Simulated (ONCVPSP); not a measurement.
# Before and after: ONCV potential for N (Z = 7)

nitrogen (N), optimised norm-conserving Vanderbilt (ONCV), made with ONCVPSP 4.0.1 (PBE, non-relativistic). Core [He], reference 2s2 2p2 (charge +1). Waves: 2s: rc 0.85 bohr, ncon 4, nbas 7, qcut 7.4 1/bohr, 3 projectors, debl 3.3 Ha; 2p: rc 1.20 bohr, ncon 3, nbas 7, qcut 8.2 1/bohr, 3 projectors, debl 0.5 Ha; d scattering state at 0.29 Ha: rc 1.05 bohr, ncon 4, nbas 7, qcut 8.1 1/bohr, 2 projectors, debl 1.1 Ha. Local part: polynomial inside 0.80 bohr (lpopt 5, dvloc0 0 Ha). Core correction: none.

In the p channel the program set the typed energies aside and used -0.760, 0.250, 0.750 Ha.

All-electron outer shells of the reference configuration (PBE, non-relativistic, ld1.x):

```tsv
shell	level (eV)	outermost node (bohr)	outermost maximum (bohr)
1s	-401.44	–	0.15
2s	-32.43	0.32	0.99
2p	-20.69	–	0.92
```

Change: s: qcut 6.1; p: qcut 6.8; d: qcut 6.7.

Cutoffs: the cutoffs (Ha) at which the residual kinetic energy of the hardest occupied pseudo-wave falls to 1 and 0.1 mHa per electron; they do not see the model core or the augmentation charge, which bear on the density cutoff. Errors are all-electron minus pseudo energies relative to the spin-unpolarised reference configuration.

Question: How do hardness, ghosts and transferability respond?

Answer: The potential gets harder (31 Ha and 116 Ha → 87 Ha and 150 Ha); both files keep a bound ghost (p, s); of the 4 tests that both files solve, the error grows in 4 and shrinks in 0 by more than 15 % and 0.3 meV (median size 29.8 → 41.0 meV).

```csv
quantity,base,changed
"cutoff, loose",31 Ha,87 Ha
"cutoff, tight",116 Ha,150 Ha
loose cutoff by channel,"s 31 Ha, p 29 Ha","s 87 Ha, p 39 Ha"
bound ghosts,"s, p","s, p"
GHOST(+) flags under 300 eV,none,none
"error for 2s2 2p3, meV [ΔE -13.60 eV]",+12,+18
"error for 2s2 2p1, meV [ΔE 28.86 eV]",+48,+62
"error for 2s2 2p0, meV [ΔE 75.94 eV]",+376,+476
"error for 2s1 2p3, meV [ΔE 11.75 eV]",+12,+20
s: phases at 0.86 bohr within 0.05 rad from the reference energy up to (Ha; the scan ends near 5),to the end of the scan,to the end of the scan
p: phases at 1.22 bohr within 0.05 rad from the reference energy up to (Ha; the scan ends near 5),to the end of the scan,to the end of the scan
d: phases at 1.06 bohr within 0.05 rad from the reference energy up to (Ha; the scan ends near 5),to the end of the scan,to the end of the scan
```

 A true bound ghost makes a file unfit for plane-wave use even where its test errors are small: the radial tests pick states by their node count and pass the ghost by.
